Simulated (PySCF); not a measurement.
Compound: C6H7O3P.
Z-matrix (Å and degrees, PBE0-D3(BJ)/def2-SVP geometry), rows numbered from 1:
```
C 
O   1  1.4166
C   2  1.3331  1  115.47
O   3  1.2075  2  124.04  1    -0.16
C   3  1.4707  2  112.63  1   179.83
O   5  1.3506  3  117.33  2     0.03
C   6  1.3298  5  111.73  3  -179.96
P   7  1.7137  6  115.88  5     0.03
C   5  1.3714  3  127.60  2  -179.89
C   9  1.4938  5  125.69  3    -0.15
H   1  1.1001  2  110.86  3    60.92
H   1  1.1001  2  110.88  3   -59.32
H   1  1.0959  2  106.24  3  -179.22
H   7  1.0911  6  113.78  5  -180.00
H  10  1.1002  9  110.93  5    60.15
H  10  1.0999  9  110.94  5   -57.52
H  10  1.0986  9  111.10  5  -178.77
```

Computed with PySCF at PBE0/pcSseg-1 and B3LYP/def2-SVPD, non-relativistic, on one gas-phase PBE0-D3(BJ)/def2-SVP geometry that isn't relaxed in the solvent. The solvent is an IEF-PCM continuum (van der Waals radii × 1.2). Only the electrostatic response of the medium enters.

Gas phase at PBE0/pcSseg-1: HOMO -7.17 eV, LUMO -1.48 eV, dipole 1.44 D.

What does the continuum do to the energy, the frontier levels and the dipole at PBE0/pcSseg-1 in acetonitrile and dimethylsulfoxide?

```tsv
solvent	ε	E(solvent) − E(gas) (kcal/mol)	polarisation term (kcal/mol)	distortion of the solute (kcal/mol)	HOMO (eV)	LUMO (eV)	dipole (D)
acetonitrile	35.69	-5.56	-6.17	0.61	-7.19	-1.53	1.78
dimethylsulfoxide	46.83	-5.62	-6.25	0.63	-7.19	-1.53	1.78
```

The polarisation term is half the interaction of the solute with the surface charges that it induces; the rest is the cost of distorting the solute's density. The sum is the electrostatic part of solvation alone. From acetonitrile to dimethylsulfoxide the lowering changes by a factor 1.01, Onsager's factor (ε − 1)/(2ε + 1) by 1.01 and ε itself by 1.3.

Which radius a makes the point-dipole formula ΔE = −[(ε − 1)/(2ε + 1)]·μ²/a³ give the value in dimethylsulfoxide, with the gas-phase dipole?

μ = 0.568 au and |ΔE| = 0.00895 Eh give a = 1.37 Å; the farthest nucleus lies 3.96 Å from the centroid of the nuclei, so such a sphere wouldn't even hold the nuclei. The formula assumes a rigid point dipole at the centre of a sphere.

Which IAO charges (PBE0/pcSseg-1) respond most in acetonitrile (means over atoms taken as equivalent)?

| atoms | environment | gas (e) | solvent (e) | change |
| --- | --- | --- | --- | --- |
| O4 | ester carbonyl oxygen | -0.475 | -0.503 | -0.028 |
| H14 | aromatic hydrogen | +0.180 | +0.199 | +0.019 |
| P8 | phosphorus bonded to 2 C | +0.280 | +0.266 | -0.014 |
| C3 | ester carbonyl carbon | +0.501 | +0.509 | +0.008 |
| C7 | aromatic CH next to a ring oxygen | -0.191 | -0.183 | +0.008 |
| O6 | furan-type oxygen | -0.189 | -0.197 | -0.008 |

Which Mayer bond orders change most in acetonitrile?

| bond | length (Å) | gas | solvent | change |
| --- | --- | --- | --- | --- |
| C3–O4 | 1.208 | 1.901 | 1.873 | -0.028 |
| C1–O2 | 1.417 | 0.871 | 0.856 | -0.015 |
| O2–C3 | 1.333 | 1.110 | 1.121 | +0.011 |
| C3–C5 | 1.471 | 0.994 | 1.003 | +0.009 |
| C5–O6 | 1.351 | 1.014 | 1.006 | -0.008 |
| C7–H14 | 1.091 | 0.959 | 0.954 | -0.005 |
| P8–C9 | 1.787 | 1.168 | 1.164 | -0.004 |
| C10–H17 | 1.099 | 0.941 | 0.938 | -0.003 |

Gas phase at B3LYP/def2-SVPD: HOMO -6.96 eV, LUMO -1.78 eV, dipole 1.34 D.

What does the continuum do to the energy, the frontier levels and the dipole at B3LYP/def2-SVPD in acetonitrile?

```csv
solvent,ε,E(solvent) − E(gas) (kcal/mol),polarisation term (kcal/mol),distortion of the solute (kcal/mol),HOMO (eV),LUMO (eV),dipole (D)
acetonitrile,35.69,-5.34,-6.07,0.73,-6.93,-1.78,1.73
```

How does the static polarisability (B3LYP/def2-SVPD, frozen core, with the continuum's full static response) change?

| medium | isotropic (au) | principal values (au) | ⟨r²⟩ of the electrons (bohr²) |
| --- | --- | --- | --- |
| gas | 108.4 | 69.4, 112.6, 143.2 | 1800.3 |
| acetonitrile | 151.2 | 98.9, 159.1, 195.8 | 1798.9 |

The isotropic value in acetonitrile is 1.40 times the gas-phase one; no cavity-field correction is applied. ⟨r²⟩ is taken about the centre of nuclear charge.
